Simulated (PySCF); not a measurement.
**Worked example: oscillator strength and radiative lifetime**

1-hydroxysiletane (C₃H₈OSi), SMILES O[SiH]1CCC1.

Geometry optimised at PBE-D3(BJ)/def2-SVP. Other conformers were not sampled.

TDDFT-B3LYP/def2-SVPD run with PySCF puts the first singlet state with f over 0.02 at 7.26 eV (vertical), with the transition dipole (0.188, -0.320, 0.034) in atomic units.

Find the oscillator strength, the wavelength and the radiative lifetime that this transition would have in vacuum if emission retraced absorption.


|μ|² = 0.1389 au, so |μ| = 0.95 D. ΔE = 7.26/27.211 = 0.2668 hartree. f = (2/3) ΔE |μ|² = 0.025 (the program prints 0.025).
λ = 1239.84/7.26 = 171 nm; ν = 58556 cm⁻¹.
Einstein's coefficient A = 0.6670 ν² f s⁻¹ (ν in cm⁻¹) = 5.7e7 s⁻¹, so τ = 1/A = 18 ns. This state is S3; the lower singlets have f = 0.006, 0.006. The figure is the radiative limit of this one transition; relaxation, internal conversion, crossing to triplets and a medium change what is measured.
